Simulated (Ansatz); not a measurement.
Reaction (silylene formation by 1,1-elimination): `C[SiH2][SiH2]Br` → `[SiH3]Br` + `C[SiH]`

Calculated with Ansatz (gas phase, PBE0-D4/def2-TZVP geometries, no zero-point term in ΔE). CCSD(T)/CBS is the MP2 limit (def2-TZVPP, def2-QZVPP) plus CCSD(T) − MP2 in def2-TZVPP, frozen cores. This one scheme is used for every species. Functionals use def2-TZVPP. For Br outer-core shells are correlated without core-valence functions, which leaves a few kJ/mol of doubt a bond. Scalar relativity is left out up to krypton. One conformer a species, not always the lowest.

`C[SiH2][SiH2]Br`:

Cartesian coordinates in Å:
```
C -1.480 0.029 -0.872
Si -0.216 -0.888 0.162
Si 1.468 0.572 0.868
Br 2.303 1.567 -0.955
H -1.971 0.807 -0.284
H -2.245 -0.656 -1.242
H -0.996 0.503 -1.729
H 0.430 -1.977 -0.622
H -0.848 -1.498 1.367
H 0.960 1.652 1.753
H 2.596 -0.111 1.554
```

`[SiH3]Br`:

Cartesian coordinates in Å:
```
Si -0.097 0.033 -0.127
Br 1.220 -0.413 1.602
H -1.492 0.131 0.360
H 0.034 -1.067 -1.110
H 0.335 1.317 -0.725
```

`C[SiH]`:

Cartesian coordinates in Å:
```
C -0.013 -0.100 0.519
Si 0.988 0.359 -1.020
H -0.814 0.634 0.672
H 0.586 -0.168 1.429
H -0.521 -1.059 0.354
H -0.225 0.332 -1.954
```

| level | ΔE (kcal/mol) |
| --- | --- |
| PBE0-D4 | 61.4 |
| ωB97X-V | 59.5 |
| CCSD/def2-TZVPP | 54.2 |
| CCSD(T)/def2-TZVPP | 55.4 |

What does CCSD(T)/CBS give? (An estimate is asked.)

Computed: +56.9 kcal/mol. The listed levels differ from it by 4.5, 2.6, -2.7, -1.5 kcal/mol.

Largest T1 diagnostic among the species: 0.012.

The D4 term adds +4.0 kcal/mol with B3LYP and +2.3 kcal/mol with PBE0; it sums over pairs of atoms, weighted by their polarisabilities, and B3LYP, whose exchange is more repulsive, gets the larger term. From PBE to PBE0 (25 % exact exchange), in def2-TZVPP and without D4, ΔE moves by +1.9 kcal/mol. In def2-TZVPP, CCSD(T) changes the Hartree–Fock value by +4.9 kcal/mol (the triples alone add +1.2 kcal/mol) and MP2 by +8.3 kcal/mol.

B3LYP here is the variant with VWN-RPA as its local correlation; programs differ in this.
